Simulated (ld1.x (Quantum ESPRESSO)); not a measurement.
**aluminium (Al): TM pseudisation with PBE, scalar-relativistic reference atom.**

* Element: Al
* Generator: ld1.x (Quantum ESPRESSO) 7.5
* Type: norm-conserving Troullier–Martins (Kleinman–Bylander form)
* Functional: PBE
* Relativity: scalar-relativistic
* Frozen core: [Ne]
* Valence charge: 3
* Reference configuration: 3s1 3p0 (charge +2)
* Partial waves: 3s (bound): rc 0.75 bohr; 3p (bound, empty): rc 1.80 bohr; 3d channel at 0.4 Ry: rc 1.85 bohr
* Local potential: the d channel
* Core correction: Bessel-smoothed model core inside 0.65 bohr

Task: Does this generation succeed?

Result: No. ld1.x (Quantum ESPRESSO) 7.5 stopped with "run_pseudo: Errors in PS-KS equation": the pseudo-atom solver did not find the valence states with the expected number of nodes, which is the usual sign of a ghost state. The 3s radius of 0.75 bohr lies inside the outermost node of the all-electron wave at 0.79 bohr. Before that it printed "Warning: n=1, l=0 expected 0 nodes, found 3".
